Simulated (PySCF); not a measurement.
# Structure elucidation problem

Molecular formula: C₁₀H₁₂O. Simulated spectra:

1H NMR (500 MHz, computed): δ 7.93 (s, 1H), 7.70 (d, 1H), 7.25 (m, 1H), 7.15 (d, 1H), 5.90 (m, 1H), 5.55 (m, 1H), 5.22 (s, 2H), 2.48 (s, 3H), 0.80 (br s, 1H).

13C{1H} NMR (computed): δ 146.0 (C), 144.5 (CH), 141.1 (C), 140.9 (C), 132.3 (CH), 130.6 (CH), 127.9 (CH), 120.8 (CH2), 69.6 (CH2), 23.1 (CH3).

A single conformation, relativity neglected, isolated molecule, rapidly exchanging positions averaged. Structure optimised with GFN2-xTB; NMR shieldings at PBE0/pcSseg-1/GIAO; PySCF 2.14.

References, each an isolated molecule treated in the same way: TMS for 1H (σref 31.72) and 13C (σref 186.93).

What is the structure?

Results:


- The formula gives 5 degrees of unsaturation (1 ring in the answer).
- 10 carbon signals for 10 carbons: no two carbons are equivalent.
- Carbon types of the structure: 3 × C, 4 × CH, 2 × CH2, 1 × CH3, leaving 1 H on heteroatoms.
- δC 146.0, 141.1, 140.9: substituted aromatic carbon.
- δC 144.5: alkene CH; an sp2 carbon of a C=C bond.
- δC 132.3, 130.6, 127.9: aromatic CH; the aromatic region.
- δC 120.8: terminal =CH2 carbon; the olefinic region.
- δC 69.6: sp3 CH2 bonded to O, on an aromatic ring; the inductive effect lowers its shielding.
- δH 5.90, 5.55: hydrogen on a terminal =CH2 carbon; attached to an sp2 carbon and in the plane of the double bond.
- δH 2.48: hydrogen on a methyl carbon on an aromatic ring; benzylic-type position, deshielded by the ring.

The compound is `InChI=1S/C10H12O/c1-3-10-5-4-9(7-11)6-8(10)2/h3-6,11H,1,7H2,2H3`.

The shifts were computed for this structure.

Exchangeable OH/NH protons stand at their gas-phase positions; hydrogen bonding in a real sample shifts them, mostly to higher δ. Shifts are as computed. Against solution values, carbons near 30 ppm lie about +3 ppm off and those near 130 ppm about +5 ppm. Of 1211 compounds with measured shifts, 218 miss one by over three times the rms of a fit or turn the order of signals round; such compounds aren't used in these exercises. No couplings were computed; multiplicities are counted from neighbouring protons, with m where these are inequivalent, close in shift, in a saturated or five-membered ring or joined by F or P, and br s for small geminal =CH2 splittings.
